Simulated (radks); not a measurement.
Excited configurations of the erbium ion Er37+: one electron is placed in a higher orbital outside [Ar] 3d10 4s2. The ground configuration is [Ar] 3d10 4s2 4p1. Method: Dirac Kohn-Sham, PBE, spin-unpolarised, spherical densities, finite nucleus; open shells fill j = l - 1/2 first; Fermi nuclear charge, rms radius 5.2516 fm; computed with a radial shooting solver on a logarithmic mesh with Libxc functionals. Excitation = E - E(ground); binding = E(ion) - E, where the ion is the core of charge +38; n* = 38/sqrt(2 binding) in atomic units. These energies are relativistic, and a one-electron ion of charge +38 with no core already has n* below n in this formula (Dirac formula, point nucleus: 4f5/2 3.994, 5s1/2 4.967, 5d3/2 4.986, 5f5/2 4.993, 6p1/2 5.966, 6f5/2 5.992, 7s1/2 6.965, 7p1/2 6.965, 7d3/2 6.985, 7f5/2 6.991). The quantum defect is therefore taken as that value minus n*, so that it holds no relativistic shift of the bare ion.

outer orbital	excitation (eV)	binding (eV)	n*	quantum defect	eigenvalue (eV)	<r> (bohr)
4f5/2	357.26	1324.8	3.851	0.143	-1297.3	0.4223
5s1/2	643.21	1038.9	4.349	0.618	-1024.6	0.7508
5d3/2	773.87	908.23	4.651	0.335	-894.50	0.7801
5f5/2	845.27	836.83	4.845	0.148	-822.51	0.7658
6p1/2	1016.7	665.38	5.434	0.532	-656.93	1.146
6f5/2	1105.2	576.92	5.836	0.156	-568.68	1.186
7s1/2	1194.4	487.75	6.347	0.618	-482.09	1.595
7p1/2	1207.4	474.68	6.433	0.531	-469.08	1.614
7d3/2	1237.7	444.42	6.649	0.336	-438.98	1.672
7f5/2	1260.9	421.19	6.830	0.162	-415.77	1.685

The Delta-SCF ionisation energy is 1682.1 eV (NIST Atomic Spectra Database: 1678 eV, theoretical). Self-interaction in the functional shifts the binding energies and quantum defects, so they are the method's values and not measured ones. Spin polarisation and multiplet splitting are left out, so open shells lie too high by an amount that depends on their filling.

Beside tabulated values, note that spin-unpolarised runs miss the spin-polarisation part of the exchange energy of open shells.
